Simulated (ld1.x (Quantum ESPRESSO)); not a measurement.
## Before and after: TM potential for tin (Sn)

```json
{
  "Element": "tin (Sn)",
  "Generator": "ld1.x (Quantum ESPRESSO) 7.5",
  "Type": "norm-conserving Troullier–Martins (Kleinman–Bylander form)",
  "Functional": "PBE",
  "Relativity": "fully relativistic",
  "Frozen core": "[Kr] 4d10",
  "Valence charge": "4",
  "Reference configuration": "5s1 5p3",
  "Partial waves": "5s (bound): rc 1.80 bohr; 5p (bound): rc 2.75 bohr",
  "Local potential": "all-electron potential smoothed inside 2.35 bohr (lloc = -1)",
  "Core correction": "none"
}
```

Open shells are filled in proportion to 2j + 1 (rel_dist='average').

Change: core correction a·sin(br)/r model core inside 1.30 bohr.

Cutoffs: the cutoffs (Ry, on a coarse ladder) from which the occupation-weighted sum of valence levels, in a spherical-Bessel basis at the reference potential, stays within 10 and 1 mRy of its value at 400 Ry; they do not see the model core or the augmentation charge, which bear on the density cutoff. Errors are all-electron minus pseudo energies relative to the spin-unpolarised reference configuration.

Task: Predict the effect on cutoff, ghosts and configuration errors.

Result: The potential gets neither clearly harder nor softer (12 Ry and 30 Ry → 12 Ry and 30 Ry); of the 7 tests that both files solve, the error grows in 1 and shrinks in 5 by more than 15 % and 0.3 meV (median size 17.6 → 12.2 meV); neither file shows a bound ghost. A model core, the more so a compact one, raises the density cutoff, which this test does not measure.

```csv
quantity,base,changed
"cutoff, loose",12 Ry,12 Ry
"cutoff, tight",30 Ry,30 Ry
bound ghosts,none,none
"error for 5s2 5p2, meV [ΔE -6.96 eV]",+15,-12
"error for 5s2 5p1, meV [ΔE -0.07 eV]",+20,-6.4
"error for 5s2 5p0, meV [ΔE 13.90 eV]",+41,-28
"error for 5s2 5p1.5, meV [ΔE -4.34 eV]",+18,-9.1
"error for 5s0 5p4, meV [ΔE 7.19 eV]",+18,-12
"error for 5s2 5p2.3, meV [ΔE -7.81 eV]",+14,-13
"error for 5s1 5p2, meV [ΔE 7.56 eV]",-2.1,-4.8
s: phases at 2.99 bohr within 0.05 rad from the reference energy up to (Ry; the scan ends near 5),1.1,1.1
p1/2: phases at 2.99 bohr within 0.05 rad from the reference energy up to (Ry; the scan ends near 5),1.8,1.8
p3/2: phases at 2.99 bohr within 0.05 rad from the reference energy up to (Ry; the scan ends near 5),1.8,1.8
```
